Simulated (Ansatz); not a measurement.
Two shapes of singlet H₃(+).

Shape 1:

```xyz
3

H     0.4889   -0.0161    0.0336
H    -0.2174    0.4288    0.0058
H    -0.2279   -0.4709    0.0324
```

Shape 2:

```xyz
3

H     0.5186   -0.0084    0.0040
H    -0.2586    0.4482   -0.0088
H    -0.2516   -0.4545    0.0021
```

Basis set: STO-3G (spherical functions). All electrons are correlated. Charge 1, multiplicity 1.

Computed with Ansatz (development build ahead of 0.2.0); each method stands on the lowest determinant of its kind that the runs found.

Question: Which shape is lower in energy, and by how much in each method?

Answer:

```csv
method,E(2) − E(1) (eV)
RHF,-0.221
RHF-MP2,-0.239
```

Shape 2 is lower. Caution: stretched shape with no unrestricted run beside it, a lower state can exist. Caution for RHF-MP2: bonds are stretched, where a single reference can fail.
